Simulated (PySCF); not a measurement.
## Arsenic: a sound run and one with changed settings

Sound run: As [Ar] 3d10 4s2 4p3, As⁺ [Ar] 3d10 4s2 4p2. Calculation: PySCF 2.14, in def2-TZVP; the non-relativistic Hamiltonian (point nucleus). In the sound run the correlated levels freeze [Ar] 3d10. The sound run starts from symmetry-adapted Hartree-Fock orbitals and uses a fine grid where one is needed.

A second run was set up differently.

```json
{"species": "As", "method": "UHF", "sound run (hartree)": "-2234.19417", "changed run (hartree)": "-2209.26367", "converged": "yes"}
{"species": "As", "method": "M06-L", "sound run (hartree)": "-2235.73660", "changed run (hartree)": "-2210.55044", "converged": "yes"}
{"species": "As", "method": "LDA", "sound run (hartree)": "-2232.51488", "changed run (hartree)": "-2206.96688", "converged": "yes"}
{"species": "As", "method": "MP2", "sound run (hartree)": "-2234.26588", "changed run (hartree)": "-2209.26367", "converged": "yes"}
{"species": "As⁺", "method": "UHF", "sound run (hartree)": "-2233.84690", "changed run (hartree)": "-2209.00633", "converged": "yes"}
{"species": "As⁺", "method": "M06-L", "sound run (hartree)": "-2235.37971", "changed run (hartree)": "-2210.26066", "converged": "yes"}
{"species": "As⁺", "method": "LDA", "sound run (hartree)": "-2232.14542", "changed run (hartree)": "-2206.69083", "converged": "yes"}
{"species": "As⁺", "method": "MP2", "sound run (hartree)": "-2233.90115", "changed run (hartree)": "-2209.01391", "converged": "yes"}
{"species": "As⁺", "method": "CCSD(T)", "sound run (hartree)": "-2233.91837", "changed run (hartree)": "-2209.01980", "converged": "yes"}
```

Ionisation energy of As:

| method | sound run (eV) | changed run (eV) |
| --- | --- | --- |
| UHF | 9.450 | 7.003 |
| M06-L | 9.711 | 7.885 |
| LDA | 10.053 | 7.512 |
| MP2 | 9.925 | 6.796 |
| SCS-MP2 | 9.780 | 6.755 |

What was changed?
A. all electrons correlated in a valence basis
B. minimal basis
C. angular grid far too coarse
D. basis contracted for another Hamiltonian

B. It used basis STO-3G. A minimal basis cannot let orbitals breathe on ionisation and holds almost no correlation.
